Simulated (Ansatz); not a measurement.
Cartesian coordinates in Å:
```
O -0.695 -1.518 0.627
C -0.659 -0.482 0.006
B 0.650 0.444 0.014
F 0.615 1.558 -0.686
H -1.550 -0.162 -0.584
H 1.637 0.159 0.623
```

The species carries charge 0 and has multiplicity 1.

(1) List the PBE/def2-TZVPP orbital energies in eV (the Gaussian-basis code of Ansatz). (An estimate is asked.)

## Answers

(1) The calculation gave: Occupied: -661.17, -510.95, -271.28, -179.03, -31.14, -26.74, -15.85, -13.93, -12.32, -11.92, -11.82, -10.86, -10.26, -8.96, -5.92. Lowest empty: -4.01, -0.58, 0.65, 1.04, 1.58, 2.66, 2.97, 3.54.
